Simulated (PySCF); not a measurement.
Structure elucidation problem

An unknown has the formula C$_{5}$H$_{10}$O$_{2}$. Its calculated NMR data are:

1H NMR (400 MHz, computed): δ 5.05 (sept, 1H), 2.07 (s, 3H), 1.26 (d, 6H).

13C{1H} NMR (computed): δ 175.8 (C), 69.8 (CH), 24.0 (CH3), 23.5 (CH3, 2C).

- PBE0/pcSseg-1 with gauge-including orbitals
- GFN2-xTB structure
- program: PySCF 2.14
- isolated molecule, non-relativistic, one averaged value for each set of equivalent atoms, a single conformation

Shifts are taken against calculated references (same method and geometry level): 1H and 13C vs TMS.

Question: Which of these isomers gave the spectra?
A. C=CC(OC)OC
B. C=C(CCO)OC
C. CC(=O)OC(C)C

Answer: C. 

The formula gives 1 degree of unsaturation (no ring in the answer). 4 carbon signals for 5 carbons: some carbons are equivalent by symmetry or fast rotation. Carbon types of the structure: 1 × C, 1 × CH, 3 × CH3, which accounts for all hydrogens. δC 175.8: ester carbonyl carbon; lone-pair donation from the attached heteroatom keeps it upfield of a ketone carbonyl. δC 69.8: sp3 CH bonded to O; pulled downfield by the heteroatom. δC 24.0: methyl carbon α to a carbonyl; the adjacent C=O deshields it moderately. δC 23.5: methyl carbon; saturated and bonded to C and H only. δH 2.07: hydrogen on a methyl carbon α to a carbonyl; α to C=O.

The others: C=C(CCO)OC would give 5 carbon signals, not 4; C=CC(OC)OC would give 5 signals for carbon-bound and other non-exchanging H, not 3.

Shifts are as computed. Against solution values, carbons near 30 ppm lie about +3 ppm off and those near 130 ppm about +5 ppm. Of 1211 compounds with measured shifts, 218 miss one by over three times the rms of a fit or turn the order of signals round; such compounds aren't used in these exercises. Multiplicities follow the n + 1 count of equivalent neighbours, as no J values were calculated; m marks all less simple cases, F and P coupling included.
